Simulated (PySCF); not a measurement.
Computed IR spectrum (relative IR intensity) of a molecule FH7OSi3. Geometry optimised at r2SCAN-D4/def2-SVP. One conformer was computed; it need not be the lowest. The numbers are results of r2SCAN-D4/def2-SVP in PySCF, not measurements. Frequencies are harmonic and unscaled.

Lines under 2 % of the strongest are left out, and lines within 2 cm⁻¹ are merged.

```tsv
ν (cm⁻¹)	relative intensity
231	9.7
258	14
335	6.7
348	25
455	3.8
501	2.3
671	9.3
690	37
716	51
814	24
855	95
884	69
907	10
934	18
947	50
2197	12
2211	100
2216	7.7
2225	25
2236	32
3866	38
```

**Question.** Identify the compound among the candidates.
A. O[Si@@H](F)[SiH2][SiH3]
B. O[SiH2][Si@H](F)[SiH3]
C. O[Si](F)([SiH3])[SiH3]
D. F[Si@H]([SiH3])O[SiH3]

**Answer.** A, O[Si@@H](F)[SiH2][SiH3]
